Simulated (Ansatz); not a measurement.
GaH3F, that is [GaFH3]- with one electron fewer. The state is a doublet with charge 0. Geometry r2SCAN-D4/def2-TZVPD, that of the charge -1 singlet; atoms count from 1.

```xyz
5

Ga   -0.069    0.070    0.025
F     1.197   -1.200   -0.430
H    -1.258   -0.078   -1.053
H     0.675    1.496   -0.065
H    -0.544   -0.288    1.522
```

Question: Estimate the Mulliken populations from the PBE0/def2-TZVPD orbitals of Ansatz.

Answer: 
```
atom  charge (e)  spin (α − β)
 Ga1        0.50          0.11
  F2       -0.37          0.13
  H3       -0.10          0.14
  H4       -0.10          0.14
  H5        0.06          0.49
```
Mulliken values depend strongly on the basis. With diffuse functions, as here, like atoms can get unlike values, and bond orders can come out too low or too high.

Question: Where does the spin sit?

Answer: Summed by element: Ga 0.11, F 0.13, H 0.76, of 1 unpaired in all. Largest on single atoms: H5 0.49, H4 0.14, H3 0.14.

Question: And the Mayer bond orders between heavy atoms (over 0.3)?

Answer: Ga1–F2 0.80 (1.85 Å).
